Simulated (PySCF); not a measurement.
Delta-SCF ions had no search for a lower state. Excitations are Tamm–Dancoff values on a coarser integration grid. The basis has no diffuse functions, so Rydberg states are missing or too high.

Cartesian coordinates (Å):
```xyz
11

C      2.3916    -0.0436     0.7453
C      0.9989    -0.1396     0.3646
C     -0.1668    -0.2234     0.0515
Si    -1.9136    -0.3484    -0.4364
O     -2.7043     1.0801    -0.2343
H      2.7596    -1.0073     1.1063
H      2.5261     0.6901     1.5440
H      3.0094     0.2589    -0.1037
H     -1.9542    -0.7946    -1.8536
H     -2.6213    -1.3213     0.4241
H     -2.3028     1.8608    -0.6184
```
Charge 0, spin multiplicity 1.

**Question.** What is the computed HOMO, S1 excitation (TDA), total energy, S1 oscillator strength and vertical ionisation energy (Delta-SCF) (PySCF with PBE0-D4/def2-TZVP)?

**Answer.** 
```yaml
HOMO: -7.73 eV
S1 excitation (TDA): 5.71 eV
total_energy: -482.3818 Ha
S1 oscillator strength: 0.001
vertical ionisation energy (Delta-SCF): 9.80 eV
```
